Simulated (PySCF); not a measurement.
**An isoelectronic set: 96 electrons**

CCSD(T) in PySCF with def2-SVPD on every atom (core potentials on Tl, Pb, Bi), for the lowest determinant that a PBE0 search found; no spin–orbit coupling. All have 96 electrons, 8 of them in the valence shells, and the same state, a triplet (π ↑↑). For ions De leads to the atom and ion picked by measured ionisation energies and electron affinities.

```json
{"species": "TlSi⁻", "difference of nuclear charges": "67", "Re (Å)": "2.689", "ωe (cm⁻¹)": "251", "k (mdyn/Å)": "0.915", "De (eV)": "n/a", "dissociates to": "Tl + Si⁻"}
{"species": "TlP", "difference of nuclear charges": "66", "Re (Å)": "2.777", "ωe (cm⁻¹)": "224", "k (mdyn/Å)": "0.795", "De (eV)": "1.42", "dissociates to": "Tl + P"}
{"species": "SiPb", "difference of nuclear charges": "68", "Re (Å)": "2.623", "ωe (cm⁻¹)": "307", "k (mdyn/Å)": "1.37", "De (eV)": "2.13", "dissociates to": "Si + Pb"}
{"species": "AlBi", "difference of nuclear charges": "70", "Re (Å)": "2.851", "ωe (cm⁻¹)": "228", "k (mdyn/Å)": "0.732", "De (eV)": "1.35", "dissociates to": "Al + Bi"}
{"species": "TlS⁺", "difference of nuclear charges": "65", "Re (Å)": "3.296", "ωe (cm⁻¹)": "105", "k (mdyn/Å)": "0.179", "De (eV)": "n/a", "dissociates to": "Tl⁺ + S"}
{"species": "SiBi⁺", "difference of nuclear charges": "69", "Re (Å)": "2.651", "ωe (cm⁻¹)": "303", "k (mdyn/Å)": "1.34", "De (eV)": "n/a", "dissociates to": "Si + Bi⁺"}
```

Correlated steps freeze 9 core orbitals. Correlated levels converge slowly with the basis: in double zeta they bind strong bonds too weakly, by up to about 1 eV, and carry superposition errors of some tenths. Spin–orbit coupling is left out, which matters for elements this heavy, above all for dissociation energies. States were picked by a PBE0 search and need not be the measured ground states.
